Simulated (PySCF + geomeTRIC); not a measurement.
Species: [W(=O)2(NH2)2] (charge 0, multiplicity 1).

**Question.** Give a relaxed geometry from BP86-D3(BJ)/def2-SVP run with PySCF + geomeTRIC.

**Answer.** This is not unique; one that fits is the end point of this relaxation, one of several conformers.
Z-matrix (Å, degrees):
```
W
O 1 1.7358
O 1 1.7359 2 114.22
N 1 1.9624 2 107.63 3 119.46
H 4 1.0255 1 124.52 2 25.72
H 4 1.0255 5 110.92 1 175.78
N 1 1.9625 2 107.70 3 -119.46
H 7 1.0255 1 124.56 2 -25.87
H 7 1.0255 8 110.90 1 -175.85
```
